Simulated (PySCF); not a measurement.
**Partial charges of `CCO[C@@H]1C[C@@H]1[C@H](F)OC`**

Species: C7H13FO2.
Geometry (PBE0-D3(BJ)/def2-SVP, Å), atoms numbered from 1 in this order:
```
atom  x, y, z in Å
C1    -2.7865   -1.3033    1.0530
C2    -2.2409   -0.1718    0.2183
O3    -1.3244   -0.7025   -0.7162
C4    -0.7242    0.2580   -1.5011
C5     0.5655   -0.1093   -2.1399
C6     0.5519    0.9134   -1.0349
C7     1.1261    0.5408    0.2913
F8     0.5433    1.3290    1.2789
O9     2.4766    0.7484    0.2850
C10    3.1418    0.2956    1.4359
H11   -1.9819   -1.7874    1.6269
H12   -3.5409   -0.9317    1.7617
H13   -3.2547   -2.0649    0.4119
H14   -3.0615    0.3454   -0.3188
H15   -1.7385    0.5822    0.8512
H16   -1.4223    0.8916   -2.0675
H17    0.9566   -1.0995   -1.8903
H18    0.7699    0.2231   -3.1597
H19    0.7195    1.9632   -1.2945
H20    0.8751   -0.5050    0.5588
H21    2.8255    0.8522    2.3335
H22    4.2167    0.4511    1.2769
H23    2.9581   -0.7822    1.6073
```

Density: PBE0/pcSseg-1 (PySCF); schemes: Mulliken, IAO, Hirshfeld and ESP-fitted. One conformer (not necessarily the lowest) at the PBE0-D3(BJ)/def2-SVP geometry, without solvent, vibrations or thermal averaging.

Task: What partial charge does each atom carry?

Result: In e:

| atom | environment | Mulliken | IAO | Hirshfeld | ESP-fitted |
| --- | --- | --- | --- | --- | --- |
| C1 | methyl carbon | -0.285 | -0.413 | -0.119 | -0.388 |
| C2 | sp3 carbon bound to oxygen | -0.011 | -0.042 | +0.003 | +0.366 |
| O3 | ether oxygen | -0.493 | -0.387 | -0.125 | -0.358 |
| C4 | sp3 carbon bound to oxygen | +0.098 | +0.070 | +0.028 | +0.047 |
| C5 | three-membered-ring carbon | -0.148 | -0.288 | -0.089 | -0.361 |
| C6 | three-membered-ring carbon | -0.308 | -0.177 | -0.068 | -0.393 |
| C7 | sp3 C–F carbon | +0.519 | +0.355 | +0.124 | +0.406 |
| F8 | alkyl fluorine | -0.345 | -0.347 | -0.121 | -0.242 |
| O9 | ether oxygen | -0.492 | -0.368 | -0.137 | -0.289 |
| C10 | methoxy carbon | -0.044 | -0.204 | -0.039 | -0.182 |
| H11 | methyl hydrogen | +0.119 | +0.142 | +0.041 | +0.098 |
| H12 | methyl hydrogen | +0.115 | +0.143 | +0.047 | +0.101 |
| H13 | methyl hydrogen | +0.121 | +0.145 | +0.041 | +0.105 |
| H14 | methylene hydrogen | +0.099 | +0.113 | +0.032 | -0.015 |
| H15 | methylene hydrogen | +0.121 | +0.129 | +0.024 | -0.028 |
| H16 | methine hydrogen | +0.108 | +0.126 | +0.044 | +0.127 |
| H17 | methylene hydrogen | +0.141 | +0.156 | +0.052 | +0.184 |
| H18 | methylene hydrogen | +0.140 | +0.155 | +0.055 | +0.180 |
| H19 | methine hydrogen | +0.135 | +0.157 | +0.050 | +0.214 |
| H20 | methine hydrogen | +0.079 | +0.116 | +0.030 | +0.110 |
| H21 | methyl hydrogen | +0.113 | +0.138 | +0.038 | +0.105 |
| H22 | methyl hydrogen | +0.127 | +0.159 | +0.053 | +0.134 |
| H23 | methyl hydrogen | +0.092 | +0.121 | +0.039 | +0.079 |

Mean size of the charges over all atoms: ESP-fitted 0.196 e, IAO 0.194 e, Mulliken 0.185 e, Hirshfeld 0.061 e. Each set sums to the total charge, 0, to within 0.001 e. The IAO scheme counts the electrons in orthogonalised intrinsic atomic orbitals, a minimal basis polarised so that it spans the occupied orbitals exactly. The Hirshfeld scheme weights the molecular density at each point by an atom's share of the summed free-atom densities.

Lowest charge. The schemes don't all agree: Mulliken O3 (-0.493); IAO C1 (-0.413); Hirshfeld O9 (-0.137); ESP-fitted C6 (-0.393).

Highest charge. All schemes agree: Mulliken C7 (+0.519); IAO C7 (+0.355); Hirshfeld C7 (+0.124); ESP-fitted C7 (+0.406).

Task: How closely do the schemes follow one another over all atoms?

Result: Correlation coefficient and root-mean-square difference: IAO with Hirshfeld 0.99, 0.150 e; Mulliken with Hirshfeld 0.97, 0.166 e; Mulliken with IAO 0.94, 0.078 e; Hirshfeld with ESP-fitted 0.90, 0.172 e; IAO with ESP-fitted 0.88, 0.113 e; Mulliken with ESP-fitted 0.86, 0.125 e.

Task: Sum the charges by element, for elements with more than one atom.

Result: 
| element | atoms | Mulliken | IAO | Hirshfeld | ESP-fitted |
| --- | --- | --- | --- | --- | --- |
| C | 7 | -0.180 | -0.699 | -0.162 | -0.505 |
| O | 2 | -0.985 | -0.754 | -0.262 | -0.647 |
| H | 13 | +1.509 | +1.800 | +0.545 | +1.394 |
